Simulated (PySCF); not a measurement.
# How the method changes the constants of InSn

State: ⁴Σ⁻ (quartet), unpaired electrons σ ↑, π ↑↑. Set-up: basis In def2-SVP with ECP28, Sn def2-SVP with ECP28; scalar-relativistic core potentials; PySCF 2.14. De refers to In + Sn in their high-spin ground configurations, without counterpoise correction. The functionals are run spin-unrestricted. A positive dipole means In(−)Sn(+).

| Level | Re (Å) | ωe (cm⁻¹) | De (eV) | μ (D) | CPU s a point (SCF and correlation, without the integrals) |
| --- | --- | --- | --- | --- | --- |
| UHF | 2.939 | 134 | 1.21 | -2.97 | 0.18 |
| UHF-MP2 | 2.849 | 155 | 1.82 | n/a | 0.32 |
| UHF-SCS-MP2 | 2.863 | 151 | 1.62 | n/a | n/a |
| UHF-CCSD | 2.878 | 149 | 1.70 | n/a | n/a |
| UHF-CCSD(T) | 2.874 | 150 | 1.79 | n/a | 13 |
| PBE | 2.882 | 140 | 2.14 | -1.36 | 1 |
| TPSS | 2.860 | 144 | 2.11 | -1.47 | 1.1 |
| r²SCAN | 2.843 | 148 | 2.15 | -1.56 | 1.1 |
| r²SCANh | 2.837 | 150 | 2.10 | -1.66 | 1.1 |
| PBE0 | 2.850 | 148 | 2.02 | -1.68 | 1.2 |
| BHandHLYP | 2.864 | 146 | 1.70 | -1.91 | 0.64 |

Which functional lies closest to UHF-CCSD(T) in De, which farthest, and by how much do they differ from it?

Closest is BHandHLYP (-1.0 pm in Re, -2.7 % in ωe, -0.09 eV in De against UHF-CCSD(T) in the same basis), farthest r²SCAN (-3.1 pm in Re, -1.3 % in ωe, +0.36 eV in De). CCSD(T) converges more slowly with the basis than the functionals do and binds too weakly in this one, so the order can change at the basis-set limit.

What does a quarter of exact exchange do here, going from PBE to PBE0?

PBE0 less PBE: -3.2 pm in Re, +5.7 % in ωe, -0.12 eV in De. Exact exchange removes part of the self-interaction that spreads semilocal densities, and in most molecules shortens and stiffens the bond and lowers De; so it does here.

What does the step from GGA to meta-GGA do here, going from PBE to r²SCAN?

r²SCAN less PBE: -3.9 pm in Re, +5.7 % in ωe, +0.01 eV in De. 

Correlated steps freeze 8 core orbitals. Correlated levels converge slowly with the basis: in double zeta they bind strong bonds too weakly, by up to about 1 eV, and carry superposition errors of some tenths. These are scalar-relativistic numbers at best; spin–orbit coupling would shift them, the dissociation energy most. The state is the lowest determinant that a PBE0 search found; another state may lie lower at other levels.

The whole job (state search and all levels along the bond) took about 3.9 min on 1 thread of Arm Neoverse V1 (shared host), peak memory 0.62 GiB.
